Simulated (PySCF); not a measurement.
C2Si, SMILES [C][C][Si] (connectivity only; charge and spin as stated), neutral, multiplicity 1. Geometry optimised at PBE0-D3(BJ)/def2-TZVP. The geometry has at least one imaginary mode, so it is a saddle point at that level.

TDA-M06-2X/def2-TZVPD run with PySCF 2.14.0 puts the lowest singlet excitations at 3.04, 3.13, 3.13, 3.42, 3.42, 5.31 eV.

What are the lowest excitation roots from ADC(2)/aug-cc-pVDZ (PySCF)? (An estimate is asked for; the answer gives what the named calculation found.)

3.01, 3.01, 3.63, 3.69, 3.69, 5.26 eV. S1 differs by -0.03 eV (second minus first; roots are paired by order, and the bases may differ).
